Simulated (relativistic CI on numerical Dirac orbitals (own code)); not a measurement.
What each ingredient does to the levels of Pt²⁹⁺

Base calculation: Dirac-Coulomb-Breit CI, separate exchange-only KLI orbitals for each configuration, QED by a radiative potential, unscaled Slater integrals.

CI space (outside the closed core [Ar] 3d10): 4s2 4p6 4d10 4f3, 4s2 4p6 4d9 4f4, 4s2 4p6 4d10 4f2 5s, 4s2 4p6 4d10 4f2 5p, 4s2 4p6 4d10 4f 5s2, 4s2 4p5 4d10 4f4, 4s2 4p6 4d10 4f 5s 5p, 4s2 4p6 4d10 4f2 5d, 4s2 4p6 4d10 4f 5p2, 4s2 4p6 4d10 4f 5s 5d, 4s 4p6 4d10 4f4, 4s2 4p6 4d9 4f3 5s, 4s2 4p6 4d9 4f2 5s2, 4s2 4p6 4d10 4f 5p 5d, 4s2 4p4 4d10 4f5, 4s2 4p6 4d10 4f2 5f, 4s2 4p6 4d9 4f3 5p, 4s2 4p6 4d10 4f2 6s, 4s2 4p6 4d10 4f 5d2, 4s2 4p6 4d10 4f2 5g, 4s2 4p6 4d10 4f2 6p, 4s2 4p6 4d10 4f2 6d, 4p6 4d10 4f5, 4s2 4p5 4d10 4f2 5s2, 4s2 4p5 4d10 4f3 5s, 4s2 4p6 4d10 4f2 7s, 4s2 4p6 4d10 4f2 6g, 4s 4p6 4d10 4f2 5s2, 4p6 4d10 4f4 5s. Levels of other configurations are missing.

Variants: (1) P86 correlation estimate; (2) configuration mixing switched off. Shifts of the energy above 4s2 4p6 4d10 4f3 4I°_9/2, in cm⁻¹, for the lowest level and the first level of each name with at least 55 % of one term (blank where a level changes its place among those of its configuration and J or its character, or is not in the variant):

```tsv
Level	Base	Δ(1)	Δ(2)
4s2 4p6 4d10 4f3 4I°_9/2	0	0	0
4s2 4p6 4d10 4f3 4I°_11/2	30580	0	-189
4s2 4p6 4d10 4f3 4F°_3/2	42700	+2	+2221
4s2 4p6 4d10 4f3 4I°_13/2	54499	0	-146
4s2 4p6 4d10 4f3 4S°_3/2	71806	+1	+1306
4s2 4p6 4d10 4f3 4G°_5/2	72288	+2	+2407
4s2 4p6 4d10 4f3 4I°_15/2	73804	0	+32
4s2 4p6 4d10 4f3 4G°_7/2	86654	+1	+2352
4s2 4p6 4d10 4f3 2K°_13/2	94864	0	+431
4s2 4p6 4d10 4f3 4F°_9/2	95787	+1	+1746
4s2 4p6 4d10 4f3 2H°_11/2	96958	+1	+1339
4s2 4p6 4d10 4f3 2P°_1/2	105709	+2	+2379
4s2 4p6 4d10 4f3 4G°_9/2	110524	+1	+2274
4s2 4p6 4d10 4f3 4D°_1/2	142231	+2	+2889
4s2 4p6 4d10 4f3 2I°_13/2	147974	+1	+1182
4s2 4p6 4d10 4f3 4D°_7/2	149190	+3	+4100
4s2 4p6 4d10 4f3 2L°_17/2	152435	+1	+1600
4s2 4p6 4d10 4f3 2F°_7/2	192908	+4	+5092
4s2 4p6 4d10 4f2 5s 4H_7/2	1341350	+12038	+11248
4s2 4p6 4d10 4f2 5s 4F_3/2	1364287	+12039	+12730
4s2 4p6 4d10 4f2 5s 4F_5/2	1369635	+12039	+12711
4s2 4p6 4d10 4f2 5s 4H_11/2	1381120	+12037	+11070
```

At this charge energies of transitions that change n are usually good to better than 1 %, and those within a shell (Δn = 0) to a few per cent. Terms inside the open d or f shell come out 10 to 20 % too wide with unscaled integrals.

Ionisation energy from the two ground configurations alone: base 1018.97 eV; P86 correlation estimate 1021.03 eV. The NIST ASD value (theoretical) is 1040 eV. The gap of more than 2 % comes from missing correlation, or from a tabulated value that is itself an estimate.

LS names give the leading component of a level, which can be under half, so a name can repeat, a term be missing and a line seem to break the LS rules.
